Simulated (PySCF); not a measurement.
CrO₂Cl₂, optimised at B3LYP/6-31G*:

```xyz
5

O     -0.0074     0.5827    -1.4768
Cr    -0.0148    -0.0135    -0.0527
O     -0.0214    -1.5539    -0.1557
Cl     1.7392     0.6129     0.9787
Cl    -1.7699     0.6288     0.9670
```

Method: PySCF energies (xtb for GFN2) plus ideal-gas RRHO corrections (1 bar). 6-31G* has spherical d functions here. All species are closed-shell singlets. B3LYP is the form with VWN-RPA correlation.

Task: List the harmonic frequencies (cm⁻¹, unscaled) at this level and at the other levels, each on its own geometry.

Result: 
- B3LYP/6-31G*: 144, 226, 237, 277, 373, 488, 501, 1139, 1146
- GFN2-xTB: 165, 210, 231, 256, 289, 412, 441, 900, 1017
- HF/6-31G*: 146, 241, 264, 294, 402, 512, 545, 1266, 1340
- PBE/def2-SVP: 136, 218, 232, 269, 360, 466, 493, 1080, 1095
- PBE0/def2-TZVP: 144, 229, 240, 281, 380, 501, 520, 1132, 1135
